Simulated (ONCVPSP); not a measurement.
**Sb: one change to an ONCV potential, before and after**

antimony, optimised norm-conserving Vanderbilt (ONCV), made with ONCVPSP 4.0.1 (PBE, fully relativistic). Core [Kr] 4d10, reference 5s1.75 5p3.25. Waves: 5s: rc 1.90 bohr, ncon 3, nbas 7, qcut 3.6 1/bohr, 2 projectors, debl 1.3 Ha; 5p: rc 2.45 bohr, ncon 5, nbas 8, qcut 3.4 1/bohr, 2 projectors, debl 0.9 Ha; d scattering state at 0.21 Ha: rc 2.10 bohr, ncon 4, nbas 7, qcut 4.3 1/bohr, 2 projectors, debl 3.5 Ha. Local part: polynomial inside 1.90 bohr (lpopt 3, dvloc0 3 Ha). Core correction: Teter function fitted to the true core (icmod 2), fcfact 0.6.

Open shells are filled in proportion to 2j + 1.

All-electron outer shells of the reference configuration (PBE, scalar-relativistic, ld1.x):

```csv
shell,level (eV),outermost node (bohr),outermost maximum (bohr)
4p,-102.16,0.39,0.76
4d,-33.86,0.38,0.84
5s,-13.04,0.95,1.90
5p,-4.98,1.04,2.32
```

Change: core correction Teter function fitted to the true core (icmod 2), fcfact 1.22.

Cutoffs: the cutoffs (Ha) at which the residual kinetic energy of the hardest occupied pseudo-wave falls to 1 and 0.1 mHa per electron; they do not see the model core or the augmentation charge, which bear on the density cutoff. Errors are all-electron minus pseudo energies relative to the spin-unpolarised reference configuration.

Task: What does the change do?

Result: The potential gets neither clearly harder nor softer (6.9 Ha and 32 Ha → 6.9 Ha and 32 Ha); of the 4 tests that both files solve, the error grows in 1 and shrinks in 0 by more than 15 % and 0.3 meV (median size 1.6 → 3.4 meV); neither file shows a bound ghost. A model core, the more so a compact one, raises the density cutoff, which this test does not measure.

| quantity | base | changed |
| --- | --- | --- |
| cutoff, loose | 6.9 Ha | 6.9 Ha |
| cutoff, tight | 32 Ha | 32 Ha |
| bound ghosts | none | none |
| GHOST(+) flags under 300 eV | s at 145.6 eV | s at 145.6 eV |
| error for 5s2 5p3, meV [ΔE -2.00 eV] | -0.9 | -1.0 |
| error for 5s2 5p2, meV [ΔE 6.33 eV] | +2.0 | +2.2 |
| error for 5s2 5p1, meV [ΔE 22.32 eV] | -1.2 | +4.5 |
| error for 5s0 5p5, meV [ΔE 14.38 eV] | -34 | -36 |
| s: phases at 1.93 bohr within 0.05 rad from the reference energy up to (Ha; the scan ends near 5) | 3.6 | 3.6 |
| p3/2: phases at 2.48 bohr within 0.05 rad from the reference energy up to (Ha; the scan ends near 5) | 2.4 | 2.4 |
| p1/2: phases at 2.48 bohr within 0.05 rad from the reference energy up to (Ha; the scan ends near 5) | 2.4 | 2.4 |
| d5/2: phases at 2.13 bohr within 0.05 rad from the reference energy up to (Ha; the scan ends near 5) | 0.5 | 0.5 |
| d3/2: phases at 2.13 bohr within 0.05 rad from the reference energy up to (Ha; the scan ends near 5) | 0.5 | 0.5 |
| rms error of d²Exc/dni dnj with the model core, mHa | 4.72 | 5.11 |

Base: The cutoffs count occupied waves only; projector 2 of the d channel, the hardest unoccupied one, needs 53 Ha at the loose tolerance. Changed file: The cutoffs count occupied waves only; projector 2 of the d channel, the hardest unoccupied one, needs 53 Ha at the loose tolerance.
